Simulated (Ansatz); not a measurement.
Be₁₃O₁₃, relaxed as a singlet with RKS PBE-D4/def2-SVP in Ansatz, starting from the GFN1-xTB geometry. Force threshold 0.03 eV/Å.

Start:

```xyz
26

O    -3.1790   -1.2656    0.8244
O    -1.1904   -0.2109    2.4152
O    -3.6563    0.8104   -0.9059
O    -1.1420    1.9426   -1.4557
O     0.9365    2.9716   -0.0923
O    -1.3402    2.3060    1.1977
O    -0.5166   -2.0976    0.8800
O    -0.4571   -0.5904   -1.5166
O     2.7028    1.0103    0.4833
O     1.5425   -1.0873    1.9319
O     1.9691   -2.9158   -0.0842
O     1.5156    1.0909   -1.9253
O     2.9677   -1.3121   -2.0749
Be   -3.7848   -0.3378   -0.0701
Be   -1.4540    1.2120    2.0208
Be   -1.8842   -1.3701    1.4713
Be    0.0533   -0.9837    2.0866
Be   -0.4972    2.7050   -0.0450
Be   -2.5319    1.6175   -1.2602
Be   -0.0349    0.8762   -1.7831
Be    2.4267   -0.0318    1.3353
Be    1.8958    1.9384   -0.4682
Be   -0.5958   -1.5543   -0.5547
Be    2.6771   -2.4087   -1.2107
Be    1.1222   -2.3345    0.9408
Be    2.4550    0.0198   -2.1406
```

Q: Estimate the energy that the relaxation releases and the steps that it takes.

A: 5.67 eV, in 36 steps; 2 min on 2 threads of AMD EPYC 7R13 on a shared host and a share (18 GiB) of an NVIDIA H100 80GB HBM3. No frequencies were taken in this run, so the end may be a saddle point.

Q: Does the start keep its bonding?

A: Bonds lost: O7–Be17 (atoms count from 1). Bonds formed: O1–Be23, O3–Be15, O5–Be17, O6–Be19, O8–Be14, O9–Be26, O11–Be21 (atoms count from 1). Metal–metal contacts that move far: Be15–Be19 3.48 to 2.07 Å, Be14–Be23 3.45 to 2.11 Å, Be21–Be25 2.68 to 2.07 Å, Be17–Be25 2.07 to 2.65 Å, Be16–Be17 2.07 to 2.63 Å, Be18–Be19 2.61 to 2.06 Å.

Q: Predict the relaxed structure.

A: 
Cartesian coordinates in Å:
```
O -2.532 -1.708 0.097
O -1.260 0.052 1.847
O -3.221 0.917 -0.027
O -1.072 2.231 -1.239
O 0.704 1.741 0.822
O -1.885 2.650 1.041
O -0.225 -2.173 0.540
O -1.305 -0.456 -1.594
O 2.942 0.371 -0.214
O 1.433 -0.583 1.906
O 2.623 -2.241 0.594
O 1.143 0.859 -1.756
O 2.642 -1.600 -2.154
Be -2.675 -0.357 -0.684
Be -2.287 1.144 1.331
Be -1.493 -1.391 1.240
Be 0.299 0.477 1.726
Be -0.520 2.506 0.273
Be -2.423 2.196 -0.446
Be -0.422 0.858 -1.752
Be 2.700 -0.607 0.938
Be 1.668 1.280 -0.309
Be -1.106 -1.763 -0.721
Be 2.796 -2.258 -0.889
Be 1.150 -1.964 1.149
Be 2.325 -0.183 -1.720
```
Bond lengths (bridged metal pairs left out): 38 × Be–O 1.43 to 1.72 Å.
